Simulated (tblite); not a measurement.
Species: C3H10OSSi2.
SMILES with atom numbers: `[SiH3:1][S:2][SiH2:3][C@@H:4]1[CH2:5][CH2:6][O:7]1` (hydrogens: H8, H9, H10 on Si1; H11, H12 on Si3; H13 on C4; H14, H15 on C5; H16, H17 on C6)

Geometry (GFN2-xTB, Å), atoms numbered from 1 in this order:
```xyz
17
C3H10OSSi2 angstrom
Si     2.322   -0.962    0.758
S      2.481    0.216   -1.071
Si     0.597    1.156   -1.287
C     -0.749   -0.118   -0.835
C     -2.001    0.410   -0.124
C     -1.406   -0.250    1.119
O     -0.348   -0.831    0.362
H      1.739   -0.137    1.804
H      3.747   -1.136    1.029
H      1.716   -2.243    0.456
H      0.457    1.569   -2.674
H      0.470    2.279   -0.358
H     -0.951   -0.830   -1.640
H     -2.105    1.491   -0.085
H     -2.934   -0.034   -0.462
H     -1.026    0.447    1.873
H     -2.016   -1.015    1.607
```

All values are computed: GFN2-xTB (tblite) harmonic vibrations without scaling, gas phase. This tight-binding method is rough: wavenumbers can miss measured ones by several per cent, in bad cases by 10 to 20. Modes of hydrogen on silicon can be 10 to 20 % off. One conformer, not necessarily the lowest.

Harmonic wavenumbers (cm⁻¹): 39.0, 48.5, 94.8, 124.8, 155.7, 263.8, 282.5, 330.5, 443.9, 481.5, 522.4, 540.3, 552.0, 586.0, 676.5, 694.6, 738.8, 763.4, 782.7, 806.5, 836.5, 843.5, 978.7, 1013.2, 1030.3, 1065.1, 1104.4, 1123.8, 1165.9, 1212.4, 1230.9, 1249.9, 1271.6, 1472.5, 1488.6, 2258.0, 2279.8, 2325.5, 2346.3, 2381.4, 2915.6, 2920.0, 2953.3, 3015.5, 3023.4.

A = 2237, B = 1162, C = 824.2 MHz; mass 149.999 u (most abundant isotopes); point group C1, symmetry number 1.

**Question.** Zero-point energy?

**Answer.** Half the sum of the wavenumbers: 26217 cm⁻¹ = 74.96 kcal/mol.

**Question.** Entropy at 298.15 K, 1 bar (ideal gas, RRHO, classical rotation)?

**Answer.** Translation 40.95, rotation 29.40, vibration 30.09: S = 100.4 cal/(mol K).

**Question.** And Cp and H(298.15 K) − H(0)?

**Answer.** Cp = 38.73 cal/(mol K), of which vibrations give 30.78 (their classical limit is 45 R = 89.4); H(298.15 K) − H(0) = 6.96 kcal/mol without the zero-point energy, 4.59 from vibrations.

**Question.** Which modes carry the vibrational entropy at 298.15 K?

**Answer.** 39.0 cm⁻¹: 5.31; 48.5 cm⁻¹: 4.88; 94.8 cm⁻¹: 3.56; 124.8 cm⁻¹: 3.02; 155.7 cm⁻¹: 2.60; 263.8 cm⁻¹: 1.64 cal/(mol K); the other 39 give 9.09 together.

**Question.** How do the functions run with temperature in this model?

**Answer.** 
```json
{"T (K)": "150", "S (cal/(mol K))": "79.8", "Cp (cal/(mol K))": "23.1", "H − H(0) (kcal/mol)": "2.38", "G − H(0) (kcal/mol)": "-9.59", "ln q(vib)": "3.53"}
{"T (K)": "250", "S (cal/(mol K))": "94.1", "Cp (cal/(mol K))": "33.7", "H − H(0) (kcal/mol)": "5.22", "G − H(0) (kcal/mol)": "-18.30", "ln q(vib)": "6.15"}
{"T (K)": "400", "S (cal/(mol K))": "113.2", "Cp (cal/(mol K))": "48.1", "H − H(0) (kcal/mol)": "11.40", "G − H(0) (kcal/mol)": "-33.87", "ln q(vib)": "10.04"}
{"T (K)": "600", "S (cal/(mol K))": "135.4", "Cp (cal/(mol K))": "61.5", "H − H(0) (kcal/mol)": "22.46", "G − H(0) (kcal/mol)": "-58.80", "ln q(vib)": "15.11"}
{"T (K)": "900", "S (cal/(mol K))": "162.9", "Cp (cal/(mol K))": "73.8", "H − H(0) (kcal/mol)": "42.92", "G − H(0) (kcal/mol)": "-103.70", "ln q(vib)": "22.16"}
```

q(vib) and H(0) count from the zero-point level.

Hindered rotation and anharmonicity are outside this model. Other conformers, if any are populated, would add a mixing term that is left out. The structure is chiral; the term R ln 2 for an equal mix with its mirror image is left out.
